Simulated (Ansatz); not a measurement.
# Active spaces for CrH₂, quintet

Computed with Ansatz's Gaussian-basis code (development build). Basis def2-SVP, nonrelativistic, 9 orbitals frozen in the corrections. State-specific CASSCF; RHF is the lowest restricted (open-shell) Hartree–Fock solution met. Small basis; these aren't basis-limit values. Solutions may break the symmetry of the shape. The lowest solution met needn't be the lowest there is, nor hold the orbitals that a chemist would pick.

Geometry. A bond is stretched, to 1.98 times the sum of the covalent radii.

```tsv
atom	x (Å)	y (Å)	z (Å)
H	0.0000	1.6800	2.9098
Cr	0.0000	0.0000	0.0000
H	0.0000	0.8400	-1.4549
```

(1) What do CASSCF and its corrections give against RHF in CAS(8,8), and what are the occupations?

Results:

(1) CASSCF -2.221 eV, SC-NEVPT2 -3.943 eV; occupations 1.94, 1.20, 1.00, 1.00, 1.00, 1.00, 0.80, 0.07.
